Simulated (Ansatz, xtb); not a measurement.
## Isomers of C5H4F2O2 in order of energy

11 gas-phase structures of C5H4F2O2, from a drawn sample of its isomers (lower ones may exist). Each was relaxed with GFN2-xTB; where two conformers were screened, the lower at r2SCAN-D4/def2-SVP is listed:

A. `O=C[C@@]1(F)C(=O)C[C@@H]1F`, a singlet
B. `O=C[C@@]1(F)C=C[C@@H](F)O1`, a singlet
C. `O=C[C@@]1(F)C=C[C@H](F)O1`, a singlet
D. `CC1=C(F)OC=C(F)O1`, a singlet
E. `FCC1=COC(F)=CO1`, a singlet
F. `O=C[C@]1(F)OCC=C1F`, a singlet
G. `FCC1=C(F)OC=CO1`, a singlet
H. `O=CC1=CCC(F)(F)O1`, a singlet
I. `O=C[C@]1(F)C=C(F)OC1`, a singlet
J. `O=C(O)/C=C(F)/C=C/F`, a singlet
K. `O=C(O)/C=C/C(F)=C\F`, a singlet

Problem. Estimate their order in r2SCAN-D4/def2-SVP energy at these geometries, lowest first.

Solution. Calculated order at r2SCAN-D4/def2-SVP: H (0.0), J (1.8), K (4.9), B (16.2), C (16.6), I (17.4), F (24.6), A (27.1), D (35.4), E (42.1), G (42.3) kcal/mol. Less than 1 kcal/mol parts B and C; C and I; E and G, so the order within those pairs means little.

Energies above the lowest of each column, in kcal/mol; the last columns are at PBE0-D3(BJ)/def2-SVP geometries and were run for some of them only (a dash: not run or not comparable):

| structure | GFN2-xTB | HF/STO-3G | r2SCAN-D4/def2-SVP | PBE0-D3(BJ)/def2-SVP | CCSD(T)/def2-SVP + ΔMP2/def2-TZVPP |
| --- | --- | --- | --- | --- | --- |
| H | 0.0 | 0.0 | 0.0 | 0.0 | 0.0 |
| J | 11.7 | 41.5 | 1.8 | 4.9 | 3.3 |
| K | 13.0 | 45.1 | 4.9 | 7.5 | 5.3 |
| B | 18.1 | 17.7 | 16.2 | 15.4 | – |
| C | 18.4 | 17.3 | 16.6 | 15.2 | – |
| I | 13.5 | 14.5 | 17.4 | 16.7 | – |
| F | 21.1 | 20.1 | 24.6 | – | – |
| A | 25.9 | 29.6 | 27.1 | – | – |
| D | 11.6 | 15.1 | 35.4 | – | – |
| E | 15.1 | 25.1 | 42.1 | – | – |
| G | 17.0 | 25.6 | 42.3 | – | – |

Every level run on H puts it lowest or level with the lowest. Flexible structures stand in one conformer each, not always the lowest. Frequencies (GFN2-xTB) were run for H, J, K alone. ΔMP2 is the change of the MP2 energy from the smaller to the larger basis.

Over these structures GFN2-xTB departs from r2SCAN-D4/def2-SVP by 10.7 kcal/mol on average once a common shift is removed. A GFN2-xTB relaxation took about 0.074 s and the r2SCAN-D4/def2-SVP energy about 1.6 s on a shared host (Ansatz 0.2.0, xtb 6.7.1).
